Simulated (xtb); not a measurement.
In(F)2(OH) (F2HInO), SMILES [OH][In]([F])[F]. All values are semi-empirical tight-binding results from xtb (GFN2-xTB unless named), good for trends rather than for accurate numbers. Geometry: GFN2-xTB. Other conformers were not sampled.

For metal compounds this method's bond lengths and energies can be far off.

**Question.** Estimate the properties. (Estimate from the structure and the level; the computed values follow.)

**Answer.** 
* **point group as xtb finds it**: Cs
* **orbital gap**: 2.99 eV
* **zero-point energy**: 8.6 kcal/mol
* **G − E(el) at 298.15 K (modified RRHO)**: -11.4 kcal/mol
